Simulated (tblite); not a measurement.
Species: spiro[2.4]hepta-4,6-diene, C7H8.
Bonds: C1–C2 (double), C2–C3, C3–C4, C4–C5 (double), C3–C6, C6–C7, C1–C5, C3–C7. Hydrogens: H8 on C1; H9 on C2; H10 on C4; H11 on C5; H12, H13 on C6; H14, H15 on C7.

Computed with GFN2-xTB (tblite), gas phase: Langevin dynamics at 600 K from the optimised GFN2-xTB geometry, time step 0.5 fs, friction 0.01 fs⁻¹, 2000 steps.

Start geometry:
```
atom  x, y, z in Å
C1      1.967    0.017   -0.435
C2      0.812    0.536   -0.885
C3     -0.282    0.061   -0.025
C4      0.377   -0.793    0.973
C5      1.696   -0.809    0.720
C6     -1.668   -0.245   -0.566
C7     -1.482    0.928    0.317
H8      2.948    0.174   -0.845
H9      0.665    1.191   -1.724
H10    -0.151   -1.302    1.759
H11     2.452   -1.342    1.269
H12    -2.162   -1.121   -0.172
H13    -1.827   -0.084   -1.621
H14    -1.843    0.880    1.332
H15    -1.508    1.916   -0.117
```

The statistics below take the 31 frames saved every 25 fs from 250 to 1000 fs; their kinetic temperature (all 3N coordinates) averages 545 K.

**Question.** Give the mean, spread and extremes of the bond lengths.

**Answer.** 
```csv
bond,start (Å),mean (Å),standard deviation (Å),shortest (Å),longest (Å)
C1=C2,1.344,1.349,0.025,1.316,1.408
C2–C3,1.470,1.473,0.031,1.388,1.524
C3–C4,1.470,1.474,0.030,1.423,1.526
C4=C5,1.344,1.348,0.029,1.279,1.418
C3–C6,1.519,1.537,0.050,1.413,1.629
C6–C7,1.480,1.485,0.034,1.424,1.600
C1–C5,1.445,1.446,0.039,1.358,1.533
C3–C7,1.519,1.531,0.050,1.417,1.649
C1–H8,1.075,1.090,0.055,0.998,1.257
C2–H9,1.074,1.082,0.034,1.002,1.162
C4–H10,1.074,1.088,0.036,1.024,1.161
C5–H11,1.075,1.080,0.026,1.025,1.126
C6–H12,1.079,1.092,0.042,1.007,1.164
C6–H13,1.079,1.095,0.044,1.024,1.205
C7–H14,1.079,1.086,0.047,0.996,1.218
C7–H15,1.079,1.087,0.031,1.038,1.182
```

**Question.** Give the same statistics for bond angles, one of each kind among heavy atoms.

**Answer.** 
```json
{"angle": "C2–C1–C5", "start (°)": "109.1", "mean (°)": "109.0", "standard deviation (°)": "2.8", "smallest (°)": "102.4", "largest (°)": "113.4"}
{"angle": "C1–C2–C3", "start (°)": "108.6", "mean (°)": "108.3", "standard deviation (°)": "3.3", "smallest (°)": "100.6", "largest (°)": "114.1"}
{"angle": "C2–C3–C4", "start (°)": "104.6", "mean (°)": "104.3", "standard deviation (°)": "2.9", "smallest (°)": "98.9", "largest (°)": "113.1"}
{"angle": "C2–C3–C6", "start (°)": "122.4", "mean (°)": "121.4", "standard deviation (°)": "5.7", "smallest (°)": "107.4", "largest (°)": "134.2"}
{"angle": "C6–C3–C7", "start (°)": "58.3", "mean (°)": "57.9", "standard deviation (°)": "1.8", "smallest (°)": "54.5", "largest (°)": "63.3"}
{"angle": "C3–C6–C7", "start (°)": "60.8", "mean (°)": "60.9", "standard deviation (°)": "2.6", "smallest (°)": "55.0", "largest (°)": "65.6"}
```

**Question.** How far does each atom move about its mean position (frames aligned on the start, all atoms weighted alike), and what rms force does it feel?

**Answer.** 
| atom | rms displacement (Å) | rms force (eV/Å) |
| --- | --- | --- |
| C1 | 0.10 | 2.56 |
| C2 | 0.12 | 2.27 |
| C3 | 0.15 | 2.54 |
| C4 | 0.11 | 2.27 |
| C5 | 0.09 | 2.29 |
| C6 | 0.10 | 2.49 |
| C7 | 0.10 | 2.51 |
| H8 | 0.24 | 1.67 |
| H9 | 0.23 | 1.23 |
| H10 | 0.21 | 1.24 |
| H11 | 0.19 | 0.98 |
| H12 | 0.18 | 1.43 |
| H13 | 0.21 | 1.48 |
| H14 | 0.20 | 1.59 |
| H15 | 0.22 | 1.15 |

The displacements run from 0.09 to 0.24 Å.

**Question.** How widely does the potential energy scatter, against a harmonic estimate?

**Answer.** Mean 0.88 eV above the start, standard deviation 0.265 eV, range 0.45 to 1.70 eV. For 39 classical harmonic modes at 600 K the canonical values are 39kT/2 = 1.01 eV and kT·√(39/2) = 0.228 eV.

The run is classical and short, so these are rough statistics of one trajectory.

What follows is the cost of the whole dynamics run. On an Intel Xeon Platinum 8375C at 2.90 GHz with one thread, no GPU, shared host with 64 logical CPUs at a one-minute load of 17, this took 9.9 s of wall time and 0.18 GiB of memory at its peak.
